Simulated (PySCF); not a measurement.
Compound: C3H5F3OSi.
Z-matrix (Å and degrees, GFN2-xTB geometry), rows numbered from 1:
```
C 
O   1  1.3980
Si  2  1.6078  1  130.91
C   3  1.8927  2  101.63  1   175.65
F   4  1.3527  3  114.35  2   157.78
C   4  1.3231  3  128.67  2   -24.13
F   6  1.3251  4  123.67  3     0.85
F   6  1.3302  4  126.66  3  -178.78
H   1  1.0899  2  107.71  3  -176.18
H   1  1.0915  2  110.78  3   -56.54
H   1  1.0919  2  110.66  3    64.16
H   3  1.4649  2  113.36  1    58.57
H   3  1.4622  2  113.50  1   -68.97
```

The calculation used TDDFT PBE0/def2-SVPD, vertical, gas phase, core orbitals frozen in the response (PySCF 2.14.0, density-fitted response routines).

Orbital energies (eV): HOMO-3 -10.22, HOMO-2 -9.15, HOMO-1 -8.61, HOMO -7.56, LUMO -0.40, LUMO+1 0.06, LUMO+2 0.49.

Lowest singlets, with some entries withheld (?).

```csv
state,λ (nm),f,"main configurations (H = HOMO, L = LUMO)"
S1,?,?,?
S2,182.8,0.029,"H→L+2 (40%), H-1→L (35%), H→L+1 (10%)"
S3,182.1,0.014,"H-1→L (60%), H→L+2 (27%)"
S4,173.2,0.268,"H→L+1 (51%), H→L+2 (19%), H→L (13%)"
S5,?,?,?
S6,166.7,0.0063,"H→L+3 (64%), H-1→L+1 (13%)"
```

**Question.** What stands in place of each question mark?

**Answer.** 
- S1: λ = 213.5 nm; f = 0.0061; H→L (75%), H→L+1 (19%)
- S5: λ = 168.4 nm; f = 0.020; H-2→L (90%)

**Question.** Where do the lowest triplets lie (Tamm–Dancoff)?

**Answer.** T1 4.31 eV, H→L+1 (58%), H→L (35%); T2 5.50 eV, H→L (50%), H→L+1 (35%). E(S1) − E(T1) = +1.50 eV.

**Question.** What is the mean static polarisability from the same response equations?

**Answer.** 68.3 au (10.12 Å³), with principal values 54.0, 70.6 and 80.3 au.

**Question.** How far apart are S5 and S6, in eV and cm⁻¹?

**Answer.** 7.438 − 7.364 = 0.074 eV, or about 590 cm⁻¹.

One conformer stands for the species.
